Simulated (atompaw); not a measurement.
## What one change does to a pseudopotential (titanium, PAW (atompaw))

```json
{"Element": "titanium", "Generator": "atompaw 4.2.0.5", "Type": "PAW", "Functional": "PBEsol", "Relativity": "scalar-relativistic", "Frozen core": "[Ne] 3s2", "Valence charge": "10", "Reference configuration": "3p6 3d2 4s1.75 4p0 (charge +0.25)", "Partial waves": "4s (bound): rc 2.45 bohr; 4s channel at 3.4 Ry: rc 2.45 bohr; 3p (bound): rc 1.40 bohr; 4p (bound, empty): rc 2.45 bohr; 3d (bound): rc 2.45 bohr; 3d channel at 1.15 Ry: rc 2.45 bohr", "Local potential": "ultrasoft scheme with l = 3 at 0 Ry, radius 2.20 bohr", "Core correction": "smooth core density matched at 1.45 bohr", "Augmentation charge": "besselshape compensation charge, radius 2.05 bohr; PAW radius 2.45 bohr; waves and projectors: custom polynom vanderbiltortho"}
```

Change: wave 3d (bound): rc 2.45 bohr becomes 3d (bound): rc 1.52 bohr.

Cutoffs: the cutoffs (Ry, on a coarse ladder) from which the occupation-weighted sum of valence levels, in a spherical-Bessel basis at the reference potential, stays within 10 and 1 mRy of its value at 400 Ry; they do not see the model core or the augmentation charge, which bear on the density cutoff.

**Question.** What does the change do?

**Answer.** The potential gets neither clearly harder nor softer (35 Ry and 70 Ry → 40 Ry and 70 Ry); both files keep a bound ghost (s); the range in which the d phases agree widens (upper end 2.2 → at the end of the scan).

| quantity | base | changed |
| --- | --- | --- |
| cutoff, loose | 35 Ry | 40 Ry |
| cutoff, tight | 70 Ry | 70 Ry |
| loose cutoff by channel (10 mRy a level) | s 6 Ry, p 30 Ry, d 12 Ry | s 6 Ry, p 30 Ry, d 35 Ry |
| bound ghosts | s | s |
| s: phases at 2.46 bohr within 0.05 rad from the reference energy up to (Ry; the scan ends near 5) | to the end of the scan | to the end of the scan |
| p: phases at 2.46 bohr within 0.05 rad from the reference energy up to (Ry; the scan ends near 5) | 4.9 | 4.9 |
| d: phases at 2.46 bohr within 0.05 rad from the reference energy up to (Ry; the scan ends near 5) | 2.2 | to the end of the scan |
| lowest overlap eigenvalue by channel | s 0.11, p 0.53, d 0.93 | s 0.11, p 0.53, d 0.56 |

 A true bound ghost makes a file unfit for plane-wave use even where its test errors are small: the radial tests pick states by their node count and pass the ghost by. The cutoffs see the waves, projectors and local potential, not the compensation charge or the core.
